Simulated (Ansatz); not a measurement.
A run for Ansatz (an electronic-structure program): R-wB97X-V/def2-TZVPP on BFH2S2 (SMILES FB(S)S), a point of a torsion scan.

Ansatz 0.2 input:
```yaml
crystal:
  periodic: [false, false, false]
  atoms:
    - {symbol: F, position_ang: [-0.91880057, -1.78974704, 0.26143538]}
    - {symbol: B, position_ang: [-0.36862653, -0.62656645, 0.00174946]}
    - {symbol: S, position_ang: [1.44221238, -0.57010471, -0.44598621]}
    - {symbol: S, position_ang: [-1.40028034, 0.82643738, 0.11254458]}
    - {symbol: H, position_ang: [1.84973823, -0.44494470, 0.81140033]}
    - {symbol: H, position_ang: [-0.48489720, 1.72110335, -0.24366027]}
basis:
  gaussian:
    orbitals: def2-TZVPP
hamiltonian:
  xc: {name: wB97X-V}
scf: {lower_state_search: off}
```

It printed:

```
WARN ansatz: RAYON_NUM_THREADS=1 ignored (pool sized by the plan → 1); use --threads N
Functional definition: wB97X-V
these checks for a lower state are left out or cut short: stability, starts, cluster_reference, orbital_swaps, neighbouring_geometries, increment
integrals: 0.13 GiB planned
1025 factors; their error is unknown
integrals: 0.16 GiB planned
204 factors; integrals over basis functions are off by at most 1.1e-5 eV
mean field: 0.94 GiB planned
mean field evaluation 1: about -25095.3598 eV, gradient 3.0e1 eV
mean field evaluation 2: about -25095.7471 eV, gradient 3.3e1 eV
mean field evaluation 4: about -25097.0836 eV, gradient 1.2e0 eV
mean field evaluation 8: about -25097.1068 eV, gradient 1.5e-1 eV
mean field evaluation 16: about -25097.1069 eV, gradient 2.2e-5 eV
mean field -25097.10689054 eV, -922.3016667974 hartree, gradient 9.5e-6 eV, S^2 0.000000; 0 other end points of the search recorded, 0 dependent functions left out
reference -25097.10688884 eV, -922.3016667348 hartree; 24, 24 occupied and 150, 150 virtual orbitals, 1025 factors
Total energy: -25097.10688884 eV, -922.3016667348 hartree
Checks for a lower state left out: stability, starts, cluster_reference, orbital_swaps, neighbouring_geometries, increment
```

The run converged.

Cost: about 6 core-seconds (a rough figure).
